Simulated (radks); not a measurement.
Q: Neutral nickel: order these configurations by energy. All-electron calculation, scalar-relativistic Kohn-Sham, LDA (Slater exchange, Perdew-Wang correlation), spin-polarised, spherical densities, finite nucleus; Fermi nuclear charge, rms radius of each element as measured or else 0.836 A^(1/3) + 0.57 fm. Program: a radial shooting solver on a logarithmic mesh with Libxc functionals. Open shells are filled with parallel spins first. [Ar] 3d10; [Ar] 3d7 4s2 4p1; [Ar] 3d8 4s1 4p1; [Ar] 3d8 4s2; [Ar] 3d9 4p1; [Ar] 3d9 4s1.

A: From the lowest, in eV above it: [Ar] 3d9 4s1 0.000; [Ar] 3d8 4s2 1.185; [Ar] 3d10 1.358; [Ar] 3d9 4p1 4.143; [Ar] 3d8 4s1 4p1 4.965; [Ar] 3d7 4s2 4p1 10.197.
